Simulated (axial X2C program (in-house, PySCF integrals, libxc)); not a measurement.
**LiV⁻: bond constants with and without spin–orbit coupling**

Computed with an in-house relativistic program for diatomic molecules. Spin-free means the one-electron spin-free X2C Hamiltonian; two-component (2c) means X2C with spin–orbit coupling and atomic mean-field two-electron Coulomb and Gaunt terms, so the difference of the two also holds small scalar two-electron terms. Basis: V dyall-acv3z [11s11p7d4f2g], Li dyall-av3z [9s9p3d] (cores contracted in-house); Gaussian nuclei, density fitting, unrestricted open shells. Masses: V 50.944 u, Li 7.016 u.

The run was started with this input:
```json
{"zs": [23, 3], "q": -1, "bas": ["dyall-acv3z", "dyall-av3z"], "levels": ["PBE0", "HF", "PBE50"], "cc": true, "r0": 2.67, "thr": -2.0, "nmax": 90, "npts": 10, "nst": 2, "ntry": 6}
```
```bash
python so2c.py task.json out
```

Keys: zs atomic numbers; q charge; bas basis sets; levels methods; cc coupled cluster on or off; r0 starting distance in Å; thr threshold in hartree for freezing inner shells (an s shell follows its p shell); nmax most natural virtual spinors; npts points on the curve; nst determinants followed; ntry starts of the search. HF also brings MP2.

State, spin-free: M_S = 5/2, Λ = 0 (beyond evenly filled blocks: σα, π+α, π-α, δ+α, δ-α); electrons by block: σα: 8, σβ: 7, π+α: 3, π+β: 2, π-α: 3, π-β: 2, δ+α: 1, δ-α: 1. Fragments: V + Li- for PBE0, CCSD, PBE50; V- + Li for CCSD(T).

State, 2c: Ω = 5/2 (⟨Sz⟩ = 2.50, ⟨Lz⟩ = 0.00 at PBE0); electrons by block: 1/2: 10, -1/2: 10, 3/2: 3, -3/2: 3, 5/2: 1. Fragments: V + Li- for PBE0, CCSD, PBE50; V- + Li for CCSD(T).

| Hamiltonian | level | Re (Å) | ωe (cm⁻¹) | ωexe (cm⁻¹) | Be (cm⁻¹) | De (eV) | D0 (eV) | μ (D) |
| --- | --- | --- | --- | --- | --- | --- | --- | --- |
| spin-free | PBE0 | 3.098 | 188.6 | 1.9 | 0.2848 | n/a | n/a | -8.15 |
| spin-free | CCSD | 3.124 | 183.7 | n/a | 0.2802 | n/a | n/a | n/a |
| spin-free | CCSD(T) | 3.045 | 191.8 | n/a | 0.2948 | 0.889 | 0.877 | n/a |
| spin-free | PBE50 | 3.206 | 175.8 | 1.57 | 0.266 | n/a | n/a | -8.45 |
| 2c | PBE0 | 3.099 | 188.5 | 1.9 | 0.2847 | n/a | n/a | -8.15 |
| 2c | CCSD | 3.124 | 183.4 | n/a | 0.2801 | n/a | n/a | n/a |
| 2c | CCSD(T) | 3.046 | 191.7 | n/a | 0.2947 | 0.889 | 0.877 | n/a |
| 2c | PBE50 | 3.206 | 175.7 | 1.56 | 0.2659 | n/a | n/a | -8.45 |

Correlated methods: 7 electrons correlated (number of frozen shells: V 3 s, 2 p; Li 1 s), 289 virtual spin orbitals or spinors in MP2, 90 natural virtuals in coupled cluster.

Dipoles are positive if Li is the positive end and refer to the centre of mass.

The state is one determinant whose occupation by symmetry is held fixed; it was picked as the lowest of a PBE0 search that is not exhaustive. Dissociation energies refer to the lowest single-determinant-based atoms at the same level and basis. De is not given where an atomic determinant may have missed its ground term or J level, or where the truncated virtual space spoils (T). Density functionals use the spin component along the axis (collinear). Coupled cluster ran in a truncated set of natural virtual spinors; the MP2 energy of the rest was added. (T) has no such correction and the atoms are truncated less, which lowers De at CCSD(T) by a hundredth of an eV or more. A 2c atom that is not at its ground J level misses part of its spin–orbit lowering, and De is too large by that part (0.04 eV or less for light atoms). This holds for CCSD(T). PBE0 can misorder states that lie within some tenths of an eV, so this need not be the ground state of the molecule. The nearest other spin-free determinant of the search, M_S = 5/2, Λ = 1, lies 0.03 eV up at the distance of the search. The functionals have no current-density term, which raises determinants with orbital currents, atoms included. With several unpaired electrons one determinant need not be a pure state. A state of lower Ω lies just above, and one determinant can place such states too high, so the state shown need not be the lowest. The search has Ω = 3/2 only 0.02 eV up. The outer-core s and p shells of the metal are frozen in the correlated rows, which leaves out core–valence correlation; for alkali and alkaline-earth bonds that tends to lengthen them. The highest occupied level of some functionals is positive through self-interaction error; at Hartree–Fock it is bound. This is the top spin component of a Σ state; components of lower Ω are not single determinants and can lie lower. The determinant is spin-polarised beyond a pure state at some levels (its spin-free form has ⟨S²⟩ too high), which makes Re and μ there less reliable. The T1 diagnostic is large, a sign of multireference character.

No reliable constants came from HF (2c), HF (spin-free), MP2 (2c), MP2 (spin-free): no minimum in range, unconverged points, a curve that is not smooth, a change of character along it, or the two Hamiltonians disagreeing along it.

Rough cost a point (2c) on 1 thread(s) of a shared host, integrals apart: PBE0 0.7 s, CCSD(T) 4 s, PBE50 0.7 s.

The whole task took 3.1 min on 1 thread of AMD EPYC 7B13 (Zen 3), with other jobs on the host.
